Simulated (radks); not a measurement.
Cr+, configuration [Ar] 3d5.

Method: scalar-relativistic Kohn-Sham, PBE, spin-polarised, spherical densities, finite nucleus; open shells are filled with parallel spins first; Fermi nuclear charge, rms radius 3.6452 fm; computed with a radial shooting solver on a logarithmic mesh with Libxc functionals.

Energy parts (hartree):
part                       energy
total                 -1050.45345
kinetic                1061.10614
electron-nucleus      -2501.58034
Hartree                 438.74305
exchange-correlation    -48.72231

Orbitals (lengths in bohr, moments of r in powers of bohr; <r^-3> diverges for s and p1/2; r(90%) holds 90 % of the orbital's charge):
| orbital | occ. | eigenvalue (hartree) | <r^-3> | r(90%) | <1/r> | <r> |
|---|---|---|---|---|---|---|
| 1s down | 1 | -216.3372 | - | 0.113 | 23.88 | 0.06355 |
| 1s up | 1 | -216.3362 | - | 0.113 | 23.88 | 0.06355 |
| 2s up | 1 | -24.75019 | - | 0.455 | 5.048 | 0.2933 |
| 2s down | 1 | -24.69102 | - | 0.454 | 5.057 | 0.2928 |
| 2p up | 3 | -20.83253 | 361.4 | 0.427 | 4.949 | 0.2601 |
| 2p down | 3 | -20.78753 | 362.6 | 0.426 | 4.957 | 0.2595 |
| 3s up | 1 | -3.01609 | - | 1.36 | 1.562 | 0.9037 |
| 3s down | 1 | -2.85093 | - | 1.36 | 1.559 | 0.9050 |
| 3p up | 3 | -1.96881 | 42.62 | 1.50 | 1.421 | 0.9684 |
| 3p down | 3 | -1.80524 | 42.24 | 1.51 | 1.416 | 0.9719 |
| 3d up | 5 | -0.40153 | 2.973 | 2.46 | 1.003 | 1.383 |

The highest occupied level is 3d up at -10.926 eV. Summed over all electrons, <r^2> = 22.17 bohr^2, which gives a Langevin (diamagnetic) susceptibility term of -17.6 x 10^-6 cm^3/mol. The electron density at the nucleus is 1.151e+04 e/bohr^3 (large components only). The density falls to 0.001 e/bohr^3 at r = 3.56 bohr. The spin density at the nucleus is -1.267 e/bohr^3 (1s -0.005, 2s -1.665, 3s 0.403). Spin moment in Bohr magnetons: 5.
